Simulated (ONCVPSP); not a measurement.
# scandium (Sc): variants of one ONCV potential

Base potential:

scandium, optimised norm-conserving Vanderbilt (ONCV), made with ONCVPSP 4.0.1 (LDA (Perdew-Wang 92), scalar-relativistic). Core [Ne], reference 3s2 3p6 3d1 4s1 (charge +1). Waves: 3s+4s: rc 2.05 bohr, ncon 4, nbas 8, qcut 7 1/bohr, 2 projectors; 3p: rc 1.20 bohr, ncon 4, nbas 9, qcut 5.8 1/bohr, 3 projectors, debl 2.2 Ha; 3d: rc 1.60 bohr, ncon 4, nbas 9, qcut 10.9 1/bohr, 2 projectors, debl 2.2 Ha. Local part: polynomial inside 1.15 bohr (lpopt 3, dvloc0 0 Ha). Core correction: Teter function, fcfact 2.5, rcfact 1.45.

Cutoffs, loose and tight: the cutoffs (Ha) at which the residual kinetic energy of the hardest occupied pseudo-wave falls to 1 and 0.1 mHa per electron. They do not see the model core or the augmentation charge, which bear on the density cutoff. Test errors are all-electron minus pseudo excitation energies from the reference, over the configurations 3s2 3p6 3d1 4s2; 3s2 3p6 3d1 4s0; 3s2 3p6 3d0 4s0; 3s2 3p6 3d1.5 4s1.5. A dash means not determined; rows that change the core or the reference have their own tests.

| change | outcome | cutoff, loose | cutoff, tight | bound ghosts | GHOST(+) flags above zero | largest test error (meV) |
| --- | --- | --- | --- | --- | --- | --- |
| base | generated | 38 Ha | 44 Ha | none | none | +29 |
| s: qcut 7.5 | generated | 38 Ha | 44 Ha | none | none | +29 |
| s: ncon 3, nbas 7 | generated | 38 Ha | 44 Ha | none | none | +29 |
| core correction Teter function, fcfact 5.75, rcfact 1.4 | generated | 38 Ha | 44 Ha | none | none | +29 |
| local potential polynomial inside 1.15 bohr (lpopt 3, dvloc0 6 Ha) | generated | 38 Ha | 44 Ha | none | none | +30 |
| core correction Teter function, fcfact 1.6, rcfact 1.45 | generated | 38 Ha | 44 Ha | none | none | +30 |
| functional PBEsol | generated | 38 Ha | 44 Ha | none | none | +27 |
| p: rc 1.68 | generated | 38 Ha | 44 Ha | none | none | +26 |

Problem. What comes out with this change to the base: s: qcut 10.8?

Solution. outcome: failed: ERROR pspot: first pseudo wave function has node, program will stop. Cause: the optimised pseudo-wave of the first projector has a node, so the radial equation cannot be inverted for a potential.

Problem. What comes out with this change to the base: core [Ne] 3s2, valence charge 9; reference 3p6 3d1 4s1.75 4p0.25; waves now 4s: rc 2.95 bohr, ncon 4, nbas 9, qcut 2.4 1/bohr, 3 projectors, debl 3.8 Ha; 3p+4p: rc 1.80 bohr, ncon 4, nbas 9, qcut 8.3 1/bohr, 2 projectors; 3d: rc 2.30 bohr, ncon 5, nbas 10, qcut 8.1 1/bohr, 3 projectors, debl 3.7 Ha; local potential polynomial inside 1.75 bohr (lpopt 4, dvloc0 4 Ha)?

Solution. outcome: generated; cutoff, loose: 22 Ha; cutoff, tight: 25 Ha; bound ghosts: none; GHOST(+) flags above zero: s; largest test error (meV): -47.

Problem. What comes out with this change to the base: s: qcut 6.2; p: qcut 5.1; d: qcut 9.6?

Solution. outcome: generated; cutoff, loose: 33 Ha; cutoff, tight: 55 Ha; bound ghosts: none; GHOST(+) flags above zero: none; largest test error (meV): +37.
